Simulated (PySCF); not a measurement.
C2H4I, charge +1, multiplicity 1. Atoms are numbered in the order given.

```xyz
7

C      0.3070     2.4569     0.0000
C     -0.5561     1.2957     0.0000
I      0.0325    -0.6112     0.0000
H      0.0164     3.0928     0.8674
H      0.0164     3.0928    -0.8674
H      1.3843     2.2541     0.0000
H     -1.6469     1.4388     0.0000
```
Charge +1, spin multiplicity 1.

The structure is a stationary point at B3LYP-D3(BJ)/def2-SVP. The multiplicity is an assumed one; other spin states were not compared. The isomer is the one that the SMILES or the coordinates give; other isomers of the formula were not compared. The def2 effective core potentials stand for the cores of I; spin–orbit coupling is left out.

All values below come from PySCF with B3LYP-D3(BJ)/def2-SVP.

Frequencies are harmonic and unscaled.

### Question
List the normal modes with their intensities. (Estimate from the structure and the level; the computed values follow.)

### Answer

| mode | ν (cm⁻¹) | IR (km/mol) | Raman (Å⁴/amu) | depolarisation | moving atoms (share of kinetic energy) |
|---|---|---|---|---|---|
| 1 | 154 | 6.4 | 1.0 | 0.75 | H 88 %, C 11 % |
| 2 | 312 | 4.8 | 6.3 | 0.42 | C 64 %, H 25 %, I 11 % |
| 3 | 629 | 22.9 | 16.5 | 0.20 | C 66 %, H 25 %, I 9 % |
| 4 | 754 | 15.4 | 2.5 | 0.75 | H 93 % |
| 5 | 929 | 0.5 | 4.5 | 0.75 | H 54 %, C 45 % |
| 6 | 966 | 138.8 | 10.3 | 0.34 | H 70 %, C 30 % |
| 7 | 1185 | 31.9 | 2.1 | 0.55 | C 61 %, H 39 % |
| 8 | 1266 | 169.8 | 75.9 | 0.49 | H 85 %, C 15 % |
| 9 | 1304 | 32.4 | 1.0 | 0.51 | H 78 %, C 22 % |
| 10 | 1376 | 25.9 | 9.0 | 0.75 | H 96 % |
| 11 | 1449 | 26.6 | 9.0 | 0.68 | H 74 %, C 26 % |
| 12 | 2953 | 150.1 | 369.2 | 0.12 | H 96 % |
| 13 | 2988 | 34.5 | 164.4 | 0.75 | H 92 %, C 8 % |
| 14 | 3159 | 16.1 | 96.4 | 0.33 | H 91 %, C 9 % |
| 15 | 3181 | 26.6 | 33.0 | 0.73 | H 91 %, C 9 % |
